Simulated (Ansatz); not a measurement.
Input file for Ansatz (a first-principles code): U-CCSD(T)/def2-TZVPP on ReP, 2S+1 = 3, a spin state set in the input, which need not be the lowest, a point of a bond scan (R = 2.063 Å). Elements past Kr take the def2 small-core potentials; no spin–orbit coupling.

Ansatz 0.2 input:
```yaml
crystal:
  periodic: [false, false, false]
  atoms:
    - {symbol: Re, position_ang: [0.00000000, 0.00000000, 0.00000000]}
    - {symbol: P, position_ang: [0.00000000, 0.00000000, 2.06334100]}
basis:
  gaussian:
    orbitals: def2-TZVPP
    pivot_positions_ang: [[0.00000000, 0.00000000, 0.00000000], [0.00000000, 0.00000000, 2.06334100]]
magnetization: {spin_polarized: true, initial_magnetization: 2}
correlation: {method: ccsd_t, electrons: valence}
output: {orbitals: {seedname: ./end}}
```

Task: Predict the final total energy.

Result: -418.8245 hartree (reference determinant -418.2268, T1 diagnostic 0.073). Its determinant has ⟨S²⟩ = 3.43, a mixture of spin states.

Task: How many basis functions does it have, and what does it roughly cost on one machine?

Result: 98 functions; roughly 110 core-seconds.
